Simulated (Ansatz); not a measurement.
FGa (SMILES [F][Ga]), singlet, geometry from GFN2-xTB (such geometries of metal compounds can be far from the true shape). Base run: CAM-B3LYP/6-31G (Ansatz, a first-principles code).

Ansatz was given this input:
Ansatz 0.2 input:
```yaml
crystal:
  periodic: [false, false, false]
  atoms:
    - {symbol: Ga, position_ang: [-0.00000000, -0.00000000, -0.40479707]}
    - {symbol: F, position_ang: [0.00000000, 0.00000000, 1.39430103]}
basis:
  gaussian:
    orbitals: 6-31G
hamiltonian:
  xc: cam_b3lyp
```

The base run was repeated with changes; each row names its change, and settings that it needs were set with it.

```csv
change,E (Eh)
base,-2024.48239
functional = wB97X-V,-2024.17145
functional = BHLYP,-2024.33672
functional = blyp,-2024.45461
functional = hf,-2022.40203
functional = b3lyp,-2024.44084
functional = revpbe,-2024.21202
functional = B97M-V,-2023.97791
functional = pbe0; dispersion = d3bj,-2024.04103
functional = b3lyp5,-2024.28314
functional = lc_wpbe,-2024.06275
functional = blyp; dispersion = d4,-2024.45608
functional = b3lyp; dispersion = d3bjatm,-2024.44176
```

Totals shift with the method and basis; they matter in differences.
